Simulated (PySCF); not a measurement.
## A small calculation by hand: chemical shift, span and skew from a shielding tensor

Zn(F)(GeH3) (FGeH3Zn), SMILES [Zn]([GeH3])[F]. Atoms are numbered in the order given.

```xyz
6

Zn     0.0000     0.0000    -0.9275
F      0.0000     0.0000    -2.6792
Ge     0.0000     0.0000     1.4362
H      1.2443     0.7184     1.9929
H     -1.2443     0.7184     1.9929
H      0.0000    -1.4368     1.9929
```

Coordinates come from a PBE0-D3(BJ)/def2-SVP optimisation. The structure was generated by enumeration; whether it is a known compound was not checked.

GIAO shieldings from PBE/pcSseg-1 (PySCF), non-relativistic, no solvent. The symmetric part of the tensor of F2 has the principal values 202.0, 202.0, 484.0 ppm. The same nucleus in CFCl3 has σ = 133.6 ppm at this level (PySCF, at its B3LYP-D3(BJ)/def2-TZVP geometry).

**Question.** Work out the isotropic shielding, the ¹⁹F shift against CFCl3, the span and the skew.

**Answer.** 
σ(iso) = (σ11 + σ22 + σ33)/3 = 296.0 ppm. δ = σ(ref) − σ(iso) = 133.6 − (296.0) = -162.4 ppm.
Span Ω = σ33 − σ11 = 282.0 ppm. Skew κ = 3(σ(iso) − σ22)/Ω = 1.00, an axial tensor. Tumbling in solution averages the tensor to δ; in a static solid the shielding alone would spread this spin-1/2 line over Ω.
